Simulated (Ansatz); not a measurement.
`N=[C](O)[AlH][SH]`, relaxed with RKS PBE-D4/def2-SVP in Ansatz from a rough embedded geometry. The force threshold is 0.03 eV/Å; the program also tests the step.

Total charge 0; spin multiplicity 1.

Start:

```xyz
9

N     0.658    1.790   -0.400
C     0.164    0.756    0.152
O    -0.012    0.656    1.530
Al   -0.429   -0.775   -1.016
S    -1.311   -2.597   -0.151
H     0.999    2.613    0.262
H     0.199    1.370    2.165
H    -0.168   -0.642   -2.584
H    -0.100   -3.172    0.043
```

```json
{"step": "1", "energy (eV)": "-22049.0834", "largest force (eV/Å)": "2.180", "largest move (Å)": "0.000"}
{"step": "2", "energy (eV)": "-22049.3407", "largest force (eV/Å)": "1.032", "largest move (Å)": "0.119"}
{"step": "3", "energy (eV)": "-22049.3996", "largest force (eV/Å)": "0.521", "largest move (Å)": "0.087"}
{"step": "4", "energy (eV)": "-22049.4497", "largest force (eV/Å)": "0.606", "largest move (Å)": "0.200"}
{"step": "5", "energy (eV)": "-22049.5098", "largest force (eV/Å)": "0.645", "largest move (Å)": "0.195"}
{"step": "6", "energy (eV)": "-22049.5793", "largest force (eV/Å)": "0.712", "largest move (Å)": "0.196"}
{"step": "7", "energy (eV)": "-22049.6734", "largest force (eV/Å)": "0.349", "largest move (Å)": "0.200"}
{"step": "8", "energy (eV)": "-22049.7247", "largest force (eV/Å)": "0.303", "largest move (Å)": "0.200"}
{"step": "9", "energy (eV)": "-22049.7636", "largest force (eV/Å)": "0.112", "largest move (Å)": "0.170"}
{"step": "10", "energy (eV)": "-22049.7638", "largest force (eV/Å)": "0.100", "largest move (Å)": "0.004"}
{"step": "11", "energy (eV)": "-22049.7643", "largest force (eV/Å)": "0.106", "largest move (Å)": "0.088"}
{"step": "12", "energy (eV)": "-22049.7665", "largest force (eV/Å)": "0.025", "largest move (Å)": "0.038"}
```

End:

```xyz
9

N     0.572    1.775   -0.359
C     0.186    0.647    0.120
O     0.096    0.297    1.439
Al   -0.318   -0.739   -1.220
S    -0.796   -2.731   -0.424
H     0.837    2.462    0.381
H     0.384    1.059    1.992
H    -0.376   -0.473   -2.783
H    -0.586   -2.297    0.854
```

Hardware: 4 threads of an Arm Neoverse V1 on a shared host. Wall time 16 s, peak host memory 0.18 GiB.
